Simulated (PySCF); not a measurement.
Species: C₇H₈FNSi.
Z-matrix (Å and degrees, PBE0-D3(BJ)/def2-SVP geometry), rows numbered from 1:
```
F 
C   1  1.3302
C   2  1.3919  1  118.99
C   3  1.3929  2  118.72  1   179.17
C   4  1.3921  3  120.24  2    -0.02
C   5  1.4017  4  120.57  3     0.87
C   6  1.4808  5  118.20  4   179.20
N   7  1.2629  6  129.62  5  -167.41
Si  8  1.7356  7  138.44  6     2.54
C   2  1.3858  1  119.04  3   179.74
H   3  1.0915  2  119.27  1    -0.42
H   4  1.0921  3  119.59  2  -179.75
H   5  1.0930  4  120.28  3  -179.52
H   7  1.1105  6  112.32  5    12.03
H   9  1.5003  8  112.98  7    45.66
H   9  1.4983  8  109.80  7   -75.55
H   9  1.4898  8  108.80  7   165.91
H  10  1.0906  2  118.59  1    -0.70
```

All values: PBE0/pcSseg-1 (PySCF, non-relativistic), on one gas-phase PBE0-D3(BJ)/def2-SVP geometry that isn't relaxed in the solvent. The solvent is an IEF-PCM continuum (van der Waals radii × 1.2). Specific hydrogen bonds and non-electrostatic terms are outside this model.

Gas phase at PBE0/pcSseg-1: HOMO -6.95 eV, LUMO -2.04 eV, dipole 2.61 D.

What does the continuum do to the energy, the frontier levels and the dipole at PBE0/pcSseg-1 in chloroform and water?

| solvent | ε | E(solvent) − E(gas) (kcal/mol) | polarisation term (kcal/mol) | distortion of the solute (kcal/mol) | HOMO (eV) | LUMO (eV) | dipole (D) |
| --- | --- | --- | --- | --- | --- | --- | --- |
| chloroform | 4.711 | -3.25 | -3.61 | 0.36 | -6.98 | -1.96 | 3.28 |
| water | 78.36 | -4.72 | -5.50 | 0.78 | -7.02 | -1.95 | 3.57 |

Polarisation term: ½ Σ q·V over the induced surface charges. Distortion: the rise of the solute's own energy as its density leaves the gas-phase optimum. From chloroform to water the lowering changes by a factor 1.45, Onsager's factor (ε − 1)/(2ε + 1) by 1.38 and ε itself by 16.6.

Which radius a makes the point-dipole formula ΔE = −[(ε − 1)/(2ε + 1)]·μ²/a³ give the value in water, with the gas-phase dipole?

μ = 1.027 au and |ΔE| = 0.00752 Eh give a = 2.17 Å; the farthest nucleus lies 4.59 Å from the centroid of the nuclei, so such a sphere wouldn't even hold the nuclei. The formula assumes a rigid point dipole at the centre of a sphere.

Which Hirshfeld charges (PBE0/pcSseg-1) respond most in chloroform (means over atoms taken as equivalent)?

```tsv
atoms	environment	gas (e)	solvent (e)	change
N8	C=N nitrogen	-0.245	-0.262	-0.017
H13	aromatic hydrogen	+0.054	+0.062	+0.008
H12	aromatic hydrogen	+0.059	+0.066	+0.007
F1	aryl fluorine	-0.074	-0.081	-0.007
H14	hydrogen on a C=N carbon	+0.043	+0.050	+0.007
H11	aromatic hydrogen	+0.061	+0.068	+0.007
```

Which Mayer bond orders change most in chloroform?

```csv
bond,length (Å),gas,solvent,change
C7–N8,1.263,1.889,1.871,-0.018
C6–C7,1.481,1.023,1.035,+0.012
F1–C2,1.330,0.902,0.894,-0.008
C6–C10,1.401,1.332,1.325,-0.007
C10–C2,1.386,1.461,1.466,+0.005
Si9–H16,1.498,0.920,0.924,+0.004
C7–H14,1.110,0.953,0.950,-0.003
Si9–H15,1.500,0.911,0.914,+0.003
```

How do the nuclear quadrupole coupling constants eQVzz/h respond in chloroform?

```tsv
nucleus	Q (barn)	gas (MHz)	solvent (MHz)	η gas	η solvent
14N at N8	0.02044	-4.98	-4.87	0.50	0.48
```
